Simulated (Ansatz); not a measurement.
Basis-set extrapolation for C4H6F2O, SMILES `F[C@@H]1CC[C@H](F)O1` (PBE0-D4/def2-TZVP geometry, frozen core, Ansatz 0.2.0). Multiplicity 1, RHF reference.

```json
{"": "HF", "def2-TZVPP": "-428.890347", "def2-QZVPP": "-428.909064"}
{"": "MP2 correlation", "def2-TZVPP": "-1.391340", "def2-QZVPP": "-1.501316"}
{"": "CCSD(T) correlation", "def2-TZVPP": "-1.476289", "def2-QZVPP": "not run"}
```

Energies in hartree. Use E(X) = E(∞) + A·exp(−7.88·√X) for Hartree–Fock and E(X) = E(∞) + B·X^(−2.97) for correlation, with X = 3 and 4, and add CCSD(T) minus MP2 of the smaller set to the MP2 limit.

Problem. What is the CCSD(T) energy at the basis-set limit?

Solution. HF limit: -428.909064 + (-0.018717) × 0.13774 = -428.91164. MP2 limit: -1.501316 + (-0.109976) × 0.74074 = -1.58278. Higher-order term: -1.476289 − (-1.391340) = -0.08495. Total: -430.57937 hartree, 558.5 kJ/mol below CCSD(T)/def2-TZVPP.
